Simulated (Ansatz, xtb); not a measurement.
Species: C3H5O2, charge -1, multiplicity 1. It need not be the lowest isomer of its formula. Whether it binds its extra electron was not tested at this geometry. SMILES: [CH2-]C(=O)OC
Structure (B3LYP-D3(BJ)/def2-TZVP (Ansatz, an electronic-structure program) minimum search):
```xyz
10

C     -1.8417     0.1913     0.2606
C     -0.5706    -0.0557    -0.2051
O     -0.1585    -0.5151    -1.2879
O      0.4405     0.2976     0.7745
C      1.7568     0.0594     0.3560
H     -2.6872    -0.0286    -0.3757
H     -2.0055     0.6000     1.2473
H      2.0188     0.6214    -0.5486
H      2.4070     0.3768     1.1785
H      1.9442    -0.9992     0.1374
```
Charge -1, spin multiplicity 1.

Harmonic wavenumbers from GFN2-xTB (xtb, at its own minimum), cm⁻¹: 104, 172, 319, 432, 498, 609, 618, 656, 690, 1006, 1082, 1141, 1150, 1222, 1376, 1432, 1474, 1503, 1787, 2813, 2847, 2860, 3076, 3095.

Task: Give the harmonic wavenumbers at B3LYP-D3(BJ)/def2-TZVP (Ansatz, finite differences of forces, unscaled).

Result: 26, 126, 306, 424, 456, 595, 632, 719, 742, 1026, 1106, 1169, 1185, 1225, 1432, 1462, 1463, 1506, 1684, 2972, 3004, 3032, 3145, 3230 cm⁻¹. Zero-point energy 46.7 kcal/mol.
